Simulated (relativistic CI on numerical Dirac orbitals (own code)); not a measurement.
What each ingredient does to the levels of Pd XLVI

Base calculation: Dirac-Coulomb-Breit CI, orbitals from a KLI potential per configuration, model QED.

Configurations in the expansion: 1s, 2s, 2p, 3s, 3p, 3d, 4s, 4p, 4d, 4f, 5s, 5p, 5d, 5f, 5g, 6s, 6p, 6d. Levels of other configurations are missing.

Variants: (1) QED terms removed; (2) non-relativistic limit. Shifts of the energy above 1s 2S_1/2, in eV, for the lowest level and the first level of each name with at least 55 % of one term (blank where a level changes its place among those of its configuration and J or its character, or is not in the variant):

```tsv
Level	Base	Δ(1)	Δ(2)
1s 2S_1/2	0.0	0.0	0.0
2p 2P°_1/2	22155.8	+25.8	-564.2
2s 2S_1/2	22159.9	+21.8	-568.3
2p 2P°_3/2	22374.3	+25.4	-782.8
3p 2P°_1/2	26328.5	+25.8	-738.5
3s 2S_1/2	26329.8	+24.7	-739.7
3d 2D_3/2	26393.3	+25.9	-803.2
3p 2P°_3/2	26393.5	+25.7	-803.4
3d 2D_5/2	26413.8	+25.8	-823.7
4p 2P°_1/2	27780.0	+25.8	-790.4
4s 2S_1/2	27780.5	+25.3	-790.9
4d 2D_3/2	27807.2	+25.8	-817.7
4p 2P°_3/2	27807.3	+25.8	-817.7
4f 2F°_5/2	27815.9	+25.8	-826.3
```
